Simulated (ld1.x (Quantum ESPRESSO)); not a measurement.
An all-electron radial function and its pseudo partner (Sr)

Columns: radius, all-electron u(r) and pseudo u(r) of the 4p shell (level -22.82 eV) of strontium in the configuration [Ar] 3d10 4s2 4p6 4d0 5s2 5p0; PBE, scalar-relativistic, TM scheme, ld1.x (Quantum ESPRESSO) 7.5.

```tsv
r (bohr)	all-electron	pseudo
0.113	0.2475	0.0155
0.225	-0.1803	0.0602
0.338	-0.4331	0.1320
0.450	-0.3644	0.2244
0.563	-0.1244	0.3325
0.675	0.1546	0.4468
0.788	0.4093	0.5610
0.900	0.6087	0.6650
1.013	0.7518	0.7534
1.125	0.8405	0.8189
1.238	0.8851	0.8596
1.350	0.8941	0.8740
1.463	0.8767	0.8644
1.575	0.8411	0.8352
1.688	0.7929	0.7908
1.800	0.7381	0.7376
1.913	0.6794	0.6793
2.025	0.6205	0.6205
2.138	0.5624	0.5624
2.250	0.5073	0.5073
2.363	0.4550	0.4550
2.475	0.4070	0.4070
2.588	0.3624	0.3624
2.700	0.3222	0.3222
2.813	0.2855	0.2855
2.925	0.2528	0.2528
```

(1) How many radial nodes do the two functions have?

(2) At about which radius was the pseudo-wave matched?

(3) Is the pseudo-wave norm-conserving?

Answers

(1) The all-electron 4p function has n − l − 1 = 2; the pseudo-wave has 0, since the states of the same l below it are removed with the core.

(2) 2.10 bohr. The columns agree to 0.0005 from 1.80 bohr on; several derivatives are matched, so the curves merge somewhat inside the radius.

(3) Yes: the TM scheme keeps the norm inside the radius equal to the all-electron one, which fixes the energy derivative of the logarithmic derivative at the level.
